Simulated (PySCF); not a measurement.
Level of theory: r2SCAN-D4/def2-TZVP // B3LYP-D3(BJ)/def2-SVP (PySCF 2.14.0). All species are isolated molecules in the gas phase. One relaxed conformer stands for a flexible species; it need not be the lowest. Excitations are Tamm–Dancoff values on a coarser integration grid. The basis has no diffuse functions, so Rydberg states are missing or too high.

Reference species (SMILES): `[GeH2]([GeH2][GeH2][SH])[SH]` (neutral, multiplicity 1).

```json
{
  "S1–T1 gap (TDA)": "0.57 eV",
  "HOMO": "-6.13 eV",
  "T1 excitation (TDA)": "3.97 eV"
}
```

Changed species: `[GeH2]([GeH2][GeH2][GeH2][GeH2][SH])[GeH2][SH]` (n = 6; the reference has n = 3).

Question: What does the change do to the S1–T1 gap (TDA), HOMO and T1 excitation (TDA)?

Answer: the S1–T1 gap (TDA) falls by 0.10 eV, to 0.47 eV; the HOMO increases by 0.05 eV, to -6.08 eV; the T1 excitation (TDA) falls by 0.19 eV, to 3.78 eV.
